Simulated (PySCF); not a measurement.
## Electric field gradients and quadrupole coupling constants

C2H2F4O2Si.
Z-matrix (Å and degrees, GFN2-xTB geometry), rows numbered from 1:
```
O 
C   1  1.1873
O   2  1.3988  1  121.84
C   3  1.3431  2  119.44  1     1.33
F   4  1.3327  3  113.01  2   -61.65
F   4  1.3290  3  108.48  2   179.69
F   4  1.3304  3  113.38  2    60.67
Si  2  1.9231  1  129.99  3  -179.71
F   8  1.6008  2  104.66  1  -119.40
H   8  1.4502  2  108.99  1   126.85
H   8  1.4496  2  108.74  1    -5.21
```

Field gradients from the PBE0/pcSseg-1 density (PySCF, non-relativistic), principal values in atomic units, ordered |Vxx| ≤ |Vyy| ≤ |Vzz|:

| atom | Vxx | Vyy | Vzz |
| --- | --- | --- | --- |
| O1 | 0.3967 | 1.2955 | -1.6922 |
| O3 | -0.5239 | -1.2408 | 1.7646 |

Task: Find the asymmetry η = (Vxx − Vyy)/Vzz and the couplings χ = eQV/h (234.96 MHz × Q in barn × V in au), with Q(17O) = −0.0256 b.

Result: 
| atom | environment | nucleus | η | χzz (MHz) | χxx (MHz) | χyy (MHz) |
| --- | --- | --- | --- | --- | --- | --- |
| O1 | carbonyl oxygen | 17O | 0.53 | 10.18 | -2.39 | -7.79 |
| O3 | oxygen singly bound to a carbonyl carbon | 17O | 0.41 | -10.61 | 3.15 | 7.46 |

Task: What is Vzz at O1 in SI units (1 au = 9.71736 × 10²¹ V/m²)?

Result: -1.6922 au = -16.444 × 10²¹ V/m².

Task: And the gradient at the other heavy atoms, for which no coupling is worked out here?

Result: 
| atom | environment | Vzz (au) | η |
| --- | --- | --- | --- |
| C2 | carbonyl carbon | -0.542 | 0.43 |
| C4 | CF3 carbon | -0.119 | 0.10 |
| F5 | fluorine of a CF3 group | 2.982 | 0.00 |
| F6 | fluorine of a CF3 group | 3.003 | 0.01 |
| F7 | fluorine of a CF3 group | 2.986 | 0.00 |
| Si8 | fluorine-bound silicon | 0.703 | 0.96 |
| F9 | silicon-bound fluorine | 1.314 | 0.08 |

Task: What couplings would deuterons (Q(2H) = 0.00286 b) have in place of the hydrogens, at this geometry?

Result: 
| atom | bonded to | bond length (Å) | Vzz (au) | η | χzz (kHz) |
| --- | --- | --- | --- | --- | --- |
| H10 | Si8 | 1.450 | 0.1644 | 0.02 | 110 |
| H11 | Si8 | 1.450 | 0.1643 | 0.01 | 110 |

Geometry: GFN2-xTB, one conformer, isolated molecule. GFN2-xTB bond lengths can be off by several hundredths of an ångström, more for odd bonds, and the gradients follow them. The small basis limits the accuracy of the gradients.

The run behind these numbers computed NMR shieldings as well. Time: 88 s wall, 62 s CPU; peak memory 0.74 GiB. Hardware: Intel Xeon at 2.50 GHz, one thread (shared host).
